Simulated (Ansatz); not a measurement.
`COc1ccc(-c2ccc(-c3ccc(-c4ccc(-c5ccc(-c6ccc(-c7ccc(-c8ccc(C(F)=C(F)F)cc8)cc7)cc6)cc5)cc4)cc3)cc2)cc1` with charge -1. The state is a doublet with charge -1. Geometry r2SCAN-D4/def2-SVP, that of the neutral singlet.

```xyz
90

C     8.020  -10.145  -13.532
O     8.702   -9.401  -12.548
C     7.967   -8.714  -11.641
C     8.692   -7.996  -10.673
C     8.025   -7.261   -9.702
C     6.615   -7.212   -9.652
C     5.911   -6.429   -8.617
C     6.454   -5.233   -8.107
C     5.791   -4.494   -7.131
C     4.547   -4.911   -6.617
C     3.842   -4.127   -5.583
C     4.550   -3.416   -4.595
C     3.885   -2.680   -3.618
C     2.479   -2.615   -3.584
C     1.773   -1.834   -2.547
C     0.560   -1.175   -2.827
C    -0.106   -0.442   -1.849
C     0.407   -0.332   -0.542
C    -0.302    0.443    0.497
C     0.402    1.128    1.507
C    -0.266    1.856    2.487
C    -1.672    1.937    2.507
C    -2.381    2.708    3.548
C    -1.877    2.801    4.859
C    -2.547    3.525    5.841
C    -3.755    4.193    5.560
C    -4.468    4.959    6.602
C    -5.875    5.042    6.614
C    -6.548    5.763    7.596
C    -5.848    6.435    8.617
C    -6.562    7.199    9.660
C    -7.770    7.865    9.381
C    -8.445    8.584   10.362
C    -7.936    8.668   11.675
C    -8.690    9.436   12.657
F    -9.849    9.970   12.222
C    -8.396    9.699   13.945
F    -7.312    9.280   14.566
F    -9.167   10.411   14.734
C    -6.726    8.002   11.964
C    -6.061    7.287   10.974
C    -4.442    6.353    8.606
C    -3.769    5.633    7.622
C    -4.259    4.101    4.248
C    -3.589    3.376    3.266
C    -2.376    1.254    1.496
C    -1.708    0.525    0.516
C     1.620   -0.990   -0.262
C     2.287   -1.723   -1.240
C     1.770   -3.323   -4.573
C     2.435   -4.062   -5.548
C     4.002   -6.106   -7.127
C     4.669   -6.847   -8.100
C     5.910   -7.937  -10.627
C     6.564   -8.681  -11.613
H     8.791  -10.622  -14.151
H     7.393   -9.498  -14.172
H     7.382  -10.928  -13.083
H     9.783   -8.044  -10.703
H     8.610   -6.732   -8.943
H     7.397   -4.855   -8.512
H     6.226   -3.551   -6.787
H     5.643   -3.458   -4.582
H     4.468   -2.127   -2.876
H     0.153   -1.207   -3.842
H    -1.025    0.090   -2.113
H     1.496    1.120    1.500
H     0.315    2.406    3.233
H    -0.962    2.263    5.124
H    -2.147    3.542    6.859
H    -6.452    4.498    5.861
H    -7.641    5.771    7.597
H    -8.177    7.843    8.366
H    -9.374    9.101   10.115
H    -6.306    8.028   12.970
H    -5.140    6.758   11.235
H    -3.864    6.895    9.359
H    -2.675    5.623    7.621
H    -5.173    4.639    3.983
H    -3.988    3.359    2.248
H    -3.470    1.262    1.503
H    -2.289   -0.027   -0.228
H     2.027   -0.960    0.753
H     3.206   -2.254   -0.977
H     0.677   -3.309   -4.566
H     1.854   -4.587   -6.311
H     3.058   -6.482   -6.723
H     4.236   -7.792   -8.440
H     4.817   -7.900  -10.638
H     5.972   -9.216  -12.356
```

Single mean-field runs in def2-SVP are fitted with def2-universal-jkfit.

Estimate the α-spin orbital energies around the gap (eV) in Ansatz with PBE-D4/def2-SVP, PBE0-D4/def2-SVP.


```
orbital  PBE-D4/def2-SVP  PBE0-D4/def2-SVP
 HOMO−5            -4.07             -5.10
 HOMO−4            -3.70             -4.78
 HOMO−3            -3.38             -4.40
 HOMO−2            -3.11             -4.02
 HOMO−1            -2.85             -3.62
   HOMO            -0.33             -0.30
   LUMO            -0.18              0.15
 LUMO+1             0.21              0.72
 LUMO+2             0.36              1.07
 LUMO+3             0.66              1.31
 LUMO+4             0.72              1.47
 LUMO+5             0.76              1.66
 β HOMO            -2.78             -3.52
 β LUMO            -0.22              0.43
```
